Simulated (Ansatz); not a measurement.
Reaction (formal exchange of groups at the Al–Cl bond): `[Cl][Al]1[CH2][CH2]1` + `C=N` → `N=[CH][Al]1[CH2][CH2]1` + HCl

Program: Ansatz. Geometries: PBE0-D4/def2-TZVP. ΔE: electronic, gas phase. CCSD(T)/CBS adds triple-zeta CCSD(T) − MP2 to the extrapolated MP2 energy (def2 sets, frozen cores). This one scheme is used for every species. Functionals use def2-TZVPP. Each species was taken in one conformer, which may not be the lowest.

`[Cl][Al]1[CH2][CH2]1`:

Z-matrix (Å, degrees):
```
C
Al 1 1.887
C 1 1.615 2 64.7
H 1 1.089 2 122.7 3 -103.4
H 1 1.089 2 122.8 3 103.4
Cl 2 2.080 1 154.7 3 -180.0
H 3 1.089 1 114.0 2 116.3
H 3 1.089 1 114.1 2 -116.4
```

`C=N`:

Cartesian coordinates in Å:
```
C 0.361 0.106 -0.105
N -0.893 0.244 -0.107
H 0.904 -0.686 0.424
H 0.969 0.819 -0.665
H -1.341 -0.483 0.452
```

`N=[CH][Al]1[CH2][CH2]1`:

Z-matrix (Å, degrees):
```
C
C 1 1.591
Al 1 1.903 2 65.2
H 1 1.089 2 114.3 3 115.6
H 1 1.089 2 114.5 3 -116.4
H 2 1.089 1 114.5 3 115.5
H 2 1.089 1 114.7 3 -116.0
C 3 1.978 1 149.7 2 -179.8
N 8 1.274 3 123.2 1 0.9
H 8 1.097 3 121.9 1 -179.2
H 9 1.023 8 111.9 3 -0.1
```

HCl:

```xyz
2

Cl   -0.089   -0.220    0.594
H     0.089    0.220   -0.594
```

```
             level  ΔE (kJ/mol)
           BLYP-D4        161.5
            revPBE        161.6
CCSD(T)/def2-TZVPP        168.6
    CCSD/CBS(def2)        173.4
```

(1) What does CCSD(T)/CBS give? (Estimate.)

Largest T1 diagnostic among the species: 0.013.

## Answers

(1) Ansatz gave: +170.3 kJ/mol. The listed levels differ from it by -8.8, -8.7, -1.7, 3.1 kJ/mol.

From PBE to PBE0 (25 % exact exchange), in def2-TZVPP and without D4, ΔE moves by +8.0 kJ/mol. In def2-TZVPP, CCSD(T) changes the Hartree–Fock value by −21.5 kJ/mol (the triples alone add −3.2 kJ/mol) and MP2 by −16.9 kJ/mol. Leaving LDA and LC-ωPBE aside and taking each functional with its dispersion term where it has one, the values, not all of them listed here, spread over 19.0 kJ/mol, from revPBE-D4 to BHLYP-D4. LDA lies −5.2 kJ/mol from PBE without D4.
